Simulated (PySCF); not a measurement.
Work out the structure from these simulated measurements.

Formula: C10H6O2.

- 13C NMR: chemical shifts (computed TMS as zero) by class: 190.7 (2 C), 144.5 (2 C), 139.7 (2 C), 134.8 (2 C), 133.5 (2 C) ppm [GIAO PBE0/pcSseg-1]
- Dipole: 1.40 D [PBE0/pcSseg-1]
- Rotational structure: rotational constants A, B, C: 1.327, 1.112, 0.605 GHz [GFN2-xTB]
- 1H NMR: chemical shifts (computed TMS as zero) by class: 8.53 (2 H), 8.06 (2 H), 7.10 (2 H) ppm [GIAO PBE0/pcSseg-1]
- NMR, other nuclei: isotropic shieldings of nuclei other than C and H, by class: -353 (2 O) ppm [GIAO PBE0/pcSseg-1]

Electronic properties: PySCF, gas phase, density fitting. Levels stand in brackets. Isolated species at its GFN2-xTB geometry, gas phase. Each NMR value is the plain mean over a class of atoms that symmetry, rotation or inversion makes alike.

**Question.** What is the compound? Reason from the data.

**Answer.** Numbering: `[O:1]=[C:2]1[CH:3]=[CH:4][C:5](=[O:6])[c:7]2[cH:8][cH:9][cH:10][cH:11][c:12]21`. Its formula, C10H6O2, gives 8 degrees of unsaturation: 2 rings and 6 π bonds in the structure found (Kekulé form). 10 carbons fall into 5 classes; from least to most shielded: ketone carbonyl carbon [C2/C5] (190.7 ppm, 2 C), alkene CH carbon [C3/C4] (144.5 ppm, 2 C), aromatic CH carbon [C9/C10] (139.7 ppm, 2 C), substituted aromatic carbon [C7/C12] (134.8 ppm, 2 C), aromatic CH carbon [C8/C11] (133.5 ppm, 2 C). Hydrogen classes from least to most shielded: 2 H on 2 aromatic CH carbons, C8/C11 (8.53 ppm), 2 H on 2 aromatic CH carbons, C9/C10 (8.06 ppm), 2 H on 2 alkene CH carbons, C3/C4 (7.10 ppm). The other shieldings belong to: -353 ppm, ketone oxygen [O1/O6]. The optimised geometry has point group C2v and is an asymmetric top. Structure: 1,4-naphthoquinone (`O=C1c2ccccc2C(C=C1)=O`). Computed isomers that give other values at the same levels: `C#Cc1cccc2c1C(=O)OC2` (13C chemical shifts (computed TMS as zero) by class: 172.9 (1 C), 154.8 (1 C), 139.9 (1 C), 137.8 (1 C), 134.5 (1 C), 127.7 (1 C), 126.1 (1 C), 100.2 (1 C), 83.5 (1 C), 70.6 (1 C) ppm). The assignments are read from this structure; whether some other isomer fits the data as well wasn't checked.
